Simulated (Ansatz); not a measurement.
GeN₂H₄⁺, that is Ge(NH2)2 with one electron fewer. Charge 1, multiplicity 2. Geometry r2SCAN-D4/def2-TZVP, that of the neutral singlet; atoms count from 1.

| atom | x (Å) | y (Å) | z (Å) |
| --- | --- | --- | --- |
| Ge1 | -0.465 | 0.694 | -0.920 |
| N2 | -1.247 | -0.037 | 0.565 |
| H3 | -2.229 | 0.092 | 0.752 |
| H4 | -0.794 | -0.595 | 1.274 |
| N5 | 1.226 | 0.069 | -0.606 |
| H6 | 1.982 | 0.273 | -1.240 |
| H7 | 1.526 | -0.496 | 0.175 |

Problem. Estimate the Mulliken populations from the PBE0/def2-TZVP orbitals of Ansatz.

Solution. 
```tsv
atom	charge (e)	spin (α − β)
Ge1	0.61	-0.01
N2	-0.42	0.53
H3	0.32	-0.02
H4	0.30	-0.01
N5	-0.42	0.53
H6	0.32	-0.02
H7	0.30	-0.01
```
Mulliken values depend strongly on the basis.

Problem. Where does the spin sit?

Solution. Summed by element: Ge -0.01, N 1.06, H -0.05, of 1 unpaired in all. Largest on single atoms: N5 0.53, N2 0.53, H6 -0.02.

Problem. And the Mayer bond orders between heavy atoms (over 0.3)?

Solution. Ge1–N2 1.06 (1.83 Å); Ge1–N5 1.06 (1.83 Å).
